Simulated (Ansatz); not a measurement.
Ideal-gas functions of BrCuH₃N (`[NH3+][Cu-][Br]`) at 500 K and 1 bar, from an Ansatz frequency run at PBE0-D4/def2-TZVP.

Molar mass 160.48 g/mol, point group C3v (symmetry number 3), electronic degeneracy 1, moments of inertia 2.698, 335.568, 335.568 u Å². Harmonic wavenumbers (cm⁻¹, unscaled): 100, 100, 272, 449, 600, 600, 1224, 1658, 1658, 3489, 3595, 3595.

Use S(trans) = R[1.5 ln M + 2.5 ln T − 1.1517]; rotational temperatures θ = 24.2544 K / I; S(rot) = R[ln(√π/σ · √(T³/θAθBθC)) + 1.5]; for each mode x = 1.438777 ν̃/T, S = R[x/(eˣ − 1) − ln(1 − e⁻ˣ)] and H = RT x/(eˣ − 1); 1 cm⁻¹ = 0.0119627 kJ/mol; R = 8.31446 J/(mol·K).

Question: By hand: the entropy, in J/(mol·K).

Answer: Translation 182.9. Rotation: θ = 8.9898, 0.0723, 0.0723 K, giving 98.3. Vibration, mode by mode: 18.70, 18.70, 10.56, 6.74, 4.74, 4.74, 1.14, 0.41, 0.41, 0.00, 0.00, 0.00, in all 66.1. Electronic 0.0. Sum 347.3 J/(mol·K).

Question: By hand: H − E and G − E in kJ/mol, counted from the electronic energy.

Answer: Zero-point energy ½ × 17340 × 0.0119627 = 103.7; thermal vibration 15.8; translation, rotation and pV give 4 RT = 16.6. H − E = 136.1 kJ/mol, and G − E = 136.1 − 500 × 347.3/1000 = -37.6 kJ/mol.

Vibration gives 19 % of the entropy, 37.4 J/(mol·K) of it from the modes under 150 cm⁻¹: soft modes count most, and the harmonic formula is weakest for them. The sum counts one conformer and one mirror image; others add a mixing term.
